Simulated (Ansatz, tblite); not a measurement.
Forces on Ta₂O₆H₂ at its PBE-D4/def2-SVP geometry. Total charge 0; singlet.

In the def2 sets Ta takes a core potential; there is no spin–orbit coupling. The xTB rows come from tblite. HSE06 is defined as in plane-wave codes, on full-range PBE exchange. The structure holds one bond between oxygen atoms, so isomers without such links may lie far lower. The structure comes from a short search, and lower isomers may exist.

GFN1-xTB (tblite), largest force 2.59 eV/Å:

```xyz
10
positions Å, forces eV/Å
Ta   -0.276    0.824    0.671   -0.060   -1.398   -1.174
Ta    0.416   -1.715   -0.871    0.054    2.427    0.915
O     1.209   -1.465   -2.395   -0.525   -0.358    0.795
O    -1.332   -0.799   -0.595    0.671    1.717   -0.221
O    -1.614    0.624   -0.823    1.171   -1.835    1.176
O     0.437    2.591    0.613   -0.565   -0.780    0.692
O     1.177   -0.536    0.416   -1.164   -0.316   -0.656
O    -1.036    0.597    2.216    0.480    0.258   -0.857
H     0.562   -3.464   -0.462   -0.118    0.736   -0.110
H     0.456    3.343    1.230    0.055   -0.453   -0.559
```

GFN2-xTB (tblite), largest force 1.62 eV/Å:

```
Ta 0.206 -1.170 -0.471
Ta 0.025 1.556 0.435
O -0.338 -0.447 0.454
O -0.112 0.793 -0.139
O 0.656 -1.157 0.380
O -0.338 -0.099 0.511
O -0.281 -0.043 -0.047
O 0.243 0.345 -0.460
H -0.089 0.490 -0.313
H 0.028 -0.268 -0.350
```

HSE06-D4/def2-TZVP (Ansatz), largest force 1.28 eV/Å:

```
Ta -0.470 -0.269 0.668
Ta 0.512 0.724 -0.599
O -0.638 -0.196 1.094
O 0.484 0.502 -0.025
O 0.514 -0.482 0.442
O -0.150 0.043 0.403
O -0.712 0.044 -0.412
O 0.550 0.160 -1.116
H -0.044 0.105 0.003
H -0.047 -0.633 -0.458
```
